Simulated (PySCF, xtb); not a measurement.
C4, SMILES [C]1[C+]2[C-]1[C]2 (connectivity only; charge and spin as stated), neutral, multiplicity 1.

GFN2-xTB run with xtb 6.7.1 at its own geometry gives an orbital gap of 0.91 eV and a dipole moment of 0.00 D.

Coordinates come from a B3LYP-D3(BJ)/def2-TZVP optimisation.

Problem. What does HF/def2-TZVPD (PySCF) give? (Estimate from the structure and the level; the computed values follow.)

Solution. gap 11.01 eV (levels -11.57 and -0.56 eV), dipole 0.00 D.
